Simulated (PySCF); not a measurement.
PySCF input (BP86/def2-TZVPD):

```python
from pyscf import gto, scf, dft

mol = gto.M(
    atom='''
    Mg    0.00000000    0.00000000    0.00000000
    F    -0.00000000   -0.00000000   -1.83561566
    F     0.00000000    0.00000000    1.83561566
    ''',
    basis='def2-tzvpd',
    charge=1,
    spin=1,
    symmetry='D2h',
    verbose=4,
)

mf = dft.UKS(mol, xc='bp86').density_fit(auxbasis='def2-universal-jkfit')
mf.grids.level = 3
mf.conv_tol = 1e-9
mf.max_cycle = 100
mf.max_memory = 1500
mf.kernel()
if not mf.converged:
    mf = mf.newton()
    mf.kernel(mf.make_rdm1())
mf.analyze()
```

Output:

```
PySCF version 2.14.0

[INPUT] verbose = 4
[INPUT] num. atoms = 3
[INPUT] num. electrons = 29
[INPUT] charge = 1
[INPUT] spin (= nelec alpha-beta = 2S) = 1
[INPUT] symmetry D2h subgroup None
[INPUT] Mole.unit = angstrom
[INPUT] Symbol           X                Y                Z      unit          X                Y                Z       unit  Magmom
[INPUT]  1 Mg     0.000000000000   0.000000000000   0.000000000000 AA    0.000000000000   0.000000000000   0.000000000000 Bohr   0.0
[INPUT]  2 F      0.000000000000   0.000000000000  -1.835615660000 AA    0.000000000000   0.000000000000  -3.468810867363 Bohr   0.0
[INPUT]  3 F      0.000000000000   0.000000000000   1.835615660000 AA    0.000000000000   0.000000000000   3.468810867363 Bohr   0.0

nuclear repulsion = 73.9446484134811
point group symmetry = Dooh, use subgroup D2h
symmetry origin: [0. 0. 0.]
symmetry axis x: [1. 0. 0.]
symmetry axis y: [0. 1. 0.]
symmetry axis z: [0. 0. 1.]
num. orbitals of irrep Ag = 29
num. orbitals of irrep B1g = 7
num. orbitals of irrep B2g = 12
num. orbitals of irrep B3g = 12
num. orbitals of irrep Au = 4
num. orbitals of irrep B1u = 23
num. orbitals of irrep B2u = 14
num. orbitals of irrep B3u = 14
number of shells = 41
number of NR pGTOs = 166
number of NR cGTOs = 115
basis = def2-tzvpd
ecp = {}

******** <class 'pyscf.df.df_jk.DFSymAdaptedUKS'> ********
method = DFSymAdaptedUKS
initial guess = minao
damping factor = 0
level_shift factor = 0
DIIS = <class 'pyscf.scf.diis.CDIIS'>
diis_start_cycle = 1
diis_space = 8
diis_damp = 0
SCF conv_tol = 1e-09
SCF conv_tol_grad = None
SCF max_cycles = 100
direct_scf = False
number electrons alpha = 15  beta = 14
XC library pyscf.dft.libxc version 7.1.2
    S. Lehtola, C. Steigemann, M. J. T. Oliveira, and M. A. L. Marques,  SoftwareX 7, 1–5 (2018)
XC functionals = bp86
    A. D. Becke,  Phys. Rev. A 38, 3098 (1988)
    J. P. Perdew,  Phys. Rev. B 33, 8822 (1986)
    J. P. Perdew,  Phys. Rev. B 34, 7406–7406 (1986)
radial grids:
    Treutler-Ahlrichs [JCP 102, 346 (1995); DOI:10.1063/1.469408] (M4) radial grids

becke partition: Becke, JCP 88, 2547 (1988); DOI:10.1063/1.454033
pruning grids: <function nwchem_prune>
grids dens level: 3
[...]
beta  HOMO (B2u) = -0.596082777543445  LUMO (B3g) = -0.595014720429763
  HOMO = -0.596082777543  LUMO = -0.59501472043  gap/eV = 0.02906
Extra cycle  E= -399.549113669485  delta_E= 3.98e-12  |g|= 4.63e-06  |ddm|= 3.71e-06
converged SCF energy = -399.549113669485  <S^2> = 0.75250396  2S+1 = 2.0025024
**** SCF Summaries ****
Total Energy =                        -399.549113669484768
Nuclear Repulsion Energy =              73.944648413481076
One-electron Energy =                 -697.934516777620615
Two-electron Energy =                  224.440754694654800
Two-electron Coulomb Energy =          261.607952995378071
DFT Exchange-Correlation Energy =      -37.167198300723271
HOMO-LUMO gap [eV] =                     0.029063314411801
Wave-function symmetry = B3g
alpha occupancy for each irrep:     Ag  B1g  B2g  B3g   Au  B1u  B2u  B3u
                                     5    0    1    1    0    4    2    2
beta  occupancy for each irrep:     Ag  B1g  B2g  B3g   Au  B1u  B2u  B3u
                                     5    0    1    0    0    4    2    2
**** MO energy ****
alpha MO #1 (Ag #1), energy= -46.6097380910405 occ= 1
alpha MO #2 (B1u #1), energy= -24.5548028284576 occ= 1
alpha MO #3 (Ag #2), energy= -24.5547840474519 occ= 1
alpha MO #4 (Ag #3), energy= -3.27555072316619 occ= 1
alpha MO #5 (B2u #1), energy= -2.06861177205242 occ= 1
alpha MO #6 (B3u #1), energy= -2.06800843612355 occ= 1
alpha MO #7 (B1u #2), energy= -2.0624454259143 occ= 1
alpha MO #8 (Ag #4), energy= -1.32645707692341 occ= 1
alpha MO #9 (B1u #3), energy= -1.32302253089821 occ= 1
alpha MO #10 (B2u #2), energy= -0.65859651339237 occ= 1
alpha MO #11 (B3g #1), energy= -0.658105451480902 occ= 1
alpha MO #12 (Ag #5), energy= -0.652931269217682 occ= 1
alpha MO #13 (B1u #4), energy= -0.638930440350983 occ= 1
alpha MO #14 (B3u #2), energy= -0.617158735307284 occ= 1
alpha MO #15 (B2g #1), energy= -0.61634513527793 occ= 1
alpha MO #16 (Ag #6), energy= -0.322391113798489 occ= 0
alpha MO #17 (B2u #3), energy= -0.219967059207651 occ= 0
alpha MO #18 (B3u #3), energy= -0.215508585075922 occ= 0
alpha MO #19 (B1u #5), energy= -0.144177378917099 occ= 0
alpha MO #20 (Ag #7), energy= -0.100393433297067 occ= 0
alpha MO #21 (B2u #4), energy= -0.0771755359610784 occ= 0
alpha MO #22 (B3u #4), energy= -0.076509817530197 occ= 0
alpha MO #23 (B1g #1), energy= -0.0731584254243606 occ= 0
alpha MO #24 (Ag #8), energy= -0.0731058769358654 occ= 0
alpha MO #25 (B3g #2), energy= -0.0647209899796212 occ= 0
alpha MO #26 (B2g #2), energy= -0.0599339452702394 occ= 0
alpha MO #27 (B1u #6), energy= -0.0434771228781372 occ= 0
alpha MO #28 (Ag #9), energy= -0.0339516391662056 occ= 0
alpha MO #29 (B1u #7), energy= 0.0165755969521513 occ= 0
alpha MO #30 (B2u #5), energy= 0.0208551224725486 occ= 0
alpha MO #31 (B3u #5), energy= 0.023559679361961 occ= 0
alpha MO #32 (B3g #3), energy= 0.0489259559410616 occ= 0
alpha MO #33 (B2g #3), energy= 0.0521011348079782 occ= 0
alpha MO #34 (Ag #10), energy= 0.0996768879037298 occ= 0
alpha MO #35 (B2u #6), energy= 0.125496710666814 occ= 0
alpha MO #36 (B3u #6), energy= 0.127471589595894 occ= 0
alpha MO #37 (Ag #11), energy= 0.135346895681493 occ= 0
alpha MO #38 (B1u #8), energy= 0.158065092502582 occ= 0
alpha MO #39 (Au #1), energy= 0.225062515312053 occ= 0
alpha MO #40 (B1u #9), energy= 0.225091792192281 occ= 0
alpha MO #41 (B1u #10), energy= 0.285081944381524 occ= 0
alpha MO #42 (B1g #2), energy= 0.291391922548403 occ= 0
alpha MO #43 (Ag #12), energy= 0.291455535510842 occ= 0
alpha MO #44 (B3g #4), energy= 0.306619533904803 occ= 0
alpha MO #45 (B2g #4), energy= 0.310891075932684 occ= 0
alpha MO #46 (Ag #13), energy= 0.370638102923221 occ= 0
alpha MO #47 (B1g #3), energy= 0.38023764743393 occ= 0
alpha MO #48 (Ag #14), energy= 0.380531410946645 occ= 0
alpha MO #49 (B1u #11), energy= 0.422680212417113 occ= 0
alpha MO #50 (B3g #5), energy= 0.436207916075627 occ= 0
alpha MO #51 (B2g #5), energy= 0.446976150368287 occ= 0
alpha MO #52 (B2u #7), energy= 0.468434299767371 occ= 0
alpha MO #53 (B3u #7), energy= 0.474120062717446 occ= 0
alpha MO #54 (B2u #8), energy= 0.492510974028491 occ= 0
alpha MO #55 (B3u #8), energy= 0.507308624107067 occ= 0
alpha MO #56 (Ag #15), energy= 0.551869261078799 occ= 0
alpha MO #57 (B3g #6), energy= 0.809592917129644 occ= 0
alpha MO #58 (Ag #16), energy= 0.815017060802724 occ= 0
alpha MO #59 (B2g #6), energy= 0.817756768909385 occ= 0
alpha MO #60 (B1u #12), energy= 0.924116181216533 occ= 0
alpha MO #61 (Ag #17), energy= 0.942105108390905 occ= 0
alpha MO #62 (B1u #13), energy= 1.15623063189206 occ= 0
alpha MO #63 (B1u #14), energy= 1.45970178928636 occ= 0
alpha MO #64 (B2u #9), energy= 1.50771550176166 occ= 0
alpha MO #65 (B3u #9), energy= 1.50931720760233 occ= 0
alpha MO #66 (B1u #15), energy= 1.87502820108565 occ= 0
alpha MO #67 (Au #2), energy= 1.87541310226648 occ= 0
alpha MO #68 (Ag #18), energy= 1.91774266991846 occ= 0
alpha MO #69 (B1g #4), energy= 1.91792346404778 occ= 0
alpha MO #70 (B2u #10), energy= 1.94556050852914 occ= 0
alpha MO #71 (B3g #7), energy= 1.95021632822343 occ= 0
alpha MO #72 (B3u #10), energy= 1.96894904225177 occ= 0
alpha MO #73 (B2g #7), energy= 1.97381544019608 occ= 0
alpha MO #74 (B1u #16), energy= 2.10716333094953 occ= 0
alpha MO #75 (Ag #19), energy= 2.33070587904098 occ= 0
alpha MO #76 (B2u #11), energy= 2.92499875831141 occ= 0
alpha MO #77 (B3g #8), energy= 2.95482807460951 occ= 0
alpha MO #78 (B3u #11), energy= 2.95896641281161 occ= 0
alpha MO #79 (B2g #8), energy= 2.9885547070879 occ= 0
alpha MO #80 (Ag #20), energy= 3.17431310690195 occ= 0
alpha MO #81 (B1u #17), energy= 3.312115269292 occ= 0
alpha MO #82 (Ag #21), energy= 3.62846726994911 occ= 0
alpha MO #83 (B1u #18), energy= 3.90220283885322 occ= 0
alpha MO #84 (Ag #22), energy= 4.57097082636385 occ= 0
alpha MO #85 (Ag #23), energy= 5.96345019138172 occ= 0
alpha MO #86 (B1g #5), energy= 5.96345224685469 occ= 0
alpha MO #87 (B3g #9), energy= 6.01564042287916 occ= 0
alpha MO #88 (B2g #9), energy= 6.01782326651253 occ= 0
alpha MO #89 (Ag #24), energy= 6.21417997331557 occ= 0
alpha MO #90 (B2u #12), energy= 6.42944786904484 occ= 0
alpha MO #91 (B1u #19), energy= 6.43883508056472 occ= 0
alpha MO #92 (B3u #12), energy= 6.44093241292865 occ= 0
alpha MO #93 (B3g #10), energy= 6.44345446203977 occ= 0
alpha MO #94 (Au #3), energy= 6.44346776506266 occ= 0
alpha MO #95 (B2g #10), energy= 6.44381963724167 occ= 0
alpha MO #96 (Ag #25), energy= 6.44729489521046 occ= 0
alpha MO #97 (B1g #6), energy= 6.44906643988828 occ= 0
alpha MO #98 (B2u #13), energy= 6.45126644897237 occ= 0
alpha MO #99 (B3u #13), energy= 6.47072918030396 occ= 0
alpha MO #100 (B3g #11), energy= 6.5190875360884 occ= 0
alpha MO #101 (B1u #20), energy= 6.53052272166359 occ= 0
alpha MO #102 (B2g #11), energy= 6.54816542170696 occ= 0
[...]
```
